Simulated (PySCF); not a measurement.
`InChI=1S/C3H9N3Si2/c4-1-3-2-7(3)8(5)6/h3,7-8H,2,5-6H2/t3-,7+/m1/s1`

Molfile (atoms numbered from 1):
```
C3H9N3Si2
     RDKit          3D

 17 17  0  0  0  0  0  0  0  0999 V2000
    2.3711   -1.8527   -0.3439 N   0  0  0  0  0  0  0  0  0  0  0  0
    2.0401   -0.8972   -0.8956 C   0  0  0  0  0  0  0  0  0  0  0  0
    1.5456    0.2634   -1.4976 C   0  0  2  0  0  0  0  0  0  0  0  0
    1.4548    1.5049   -0.6023 C   0  0  0  0  0  0  0  0  0  0  0  0
   -0.2503    0.7873   -0.9910 Si  0  0  2  0  0  4  0  0  0  0  0  0
   -1.3620   -0.6382    0.4223 Si  0  0  0  0  0  4  0  0  0  0  0  0
   -2.6443    0.2912    1.1064 N   0  0  0  0  0  0  0  0  0  0  0  0
   -0.2016   -1.1670    1.5803 N   0  0  0  0  0  0  0  0  0  0  0  0
    1.8972    0.4156   -2.5096 H   0  0  0  0  0  0  0  0  0  0  0  0
    1.8749    1.3785    0.3872 H   0  0  0  0  0  0  0  0  0  0  0  0
    1.8043    2.4175   -1.0652 H   0  0  0  0  0  0  0  0  0  0  0  0
   -0.8034    1.5144   -2.1396 H   0  0  0  0  0  0  0  0  0  0  0  0
   -2.0801   -1.7004   -0.3008 H   0  0  0  0  0  0  0  0  0  0  0  0
   -2.4219    1.1115    1.6467 H   0  0  0  0  0  0  0  0  0  0  0  0
   -3.4074   -0.1958    1.5460 H   0  0  0  0  0  0  0  0  0  0  0  0
   -0.4999   -1.6780    2.3971 H   0  0  0  0  0  0  0  0  0  0  0  0
    0.6760   -1.5430    1.2496 H   0  0  0  0  0  0  0  0  0  0  0  0
  1  2  3  0
  2  3  1  0
  3  4  1  0
  4  5  1  0
  5  6  1  0
  6  7  1  0
  6  8  1  0
  5  3  1  0
  3  9  1  6
  4 10  1  0
  4 11  1  0
  5 12  1  6
  6 13  1  0
  7 14  1  0
  7 15  1  0
  8 16  1  0
  8 17  1  0
M  END
```

Level of theory: PySCF, TDDFT CAM-B3LYP/def2-SVPD circular dichroism and optical rotation, one conformer, gas phase. Geometry: GFN2-xTB.

The molecule is flexible and this is one conformer; a measurement averages over conformers.

Question: What are the CIP labels of the stereocentres?

Answer: C3 R, Si5 S.

Question: List the lowest 8 singlet excitations with oscillator and rotatory strengths.

Answer: Rotatory strengths R in 10⁻⁴⁰ esu² cm², velocity form and length form (origin at the centre of mass); f in length form.
| state | E (eV) | λ (nm) | f | R (velocity) | R (length) | main |
| --- | --- | --- | --- | --- | --- | --- |
| 1 | 5.74 | 216 | 0.149 | -42.3 | -43.0 | HOMO→LUMO 0.85 |
| 2 | 5.83 | 213 | 0.051 | +50.9 | +49.0 | HOMO−1→LUMO 0.74, HOMO→LUMO+1 0.10 |
| 3 | 5.88 | 211 | 0.008 | -7.3 | -6.8 | HOMO→LUMO+1 0.77, HOMO−1→LUMO 0.11 |
| 4 | 6.30 | 197 | 0.005 | +8.0 | +8.6 | HOMO−2→LUMO 0.85 |
| 5 | 6.46 | 192 | 0.011 | +39.2 | +37.2 | HOMO−1→LUMO+1 0.76 |
| 6 | 6.63 | 187 | 0.049 | -1.7 | -1.4 | HOMO−3→LUMO 0.59 |
| 7 | 6.74 | 184 | 0.014 | +15.2 | +15.0 | HOMO→LUMO+3 0.23, HOMO→LUMO+6 0.19 |
| 8 | 7.04 | 176 | 0.009 | -23.9 | -21.5 | HOMO−1→LUMO+2 0.40, HOMO−2→LUMO+1 0.16 |

Among the states computed, the strongest CD band (largest |R|) is state 2. The largest dissymmetry factor in size, g = 4R/(D+G), with D and G the electric and magnetic dipole strengths, is +0.033 for state 5 (velocity form, f = 0.012), among bands with |R| over 0.5. The mirror image has the same energies and oscillator strengths and all R with the opposite sign.
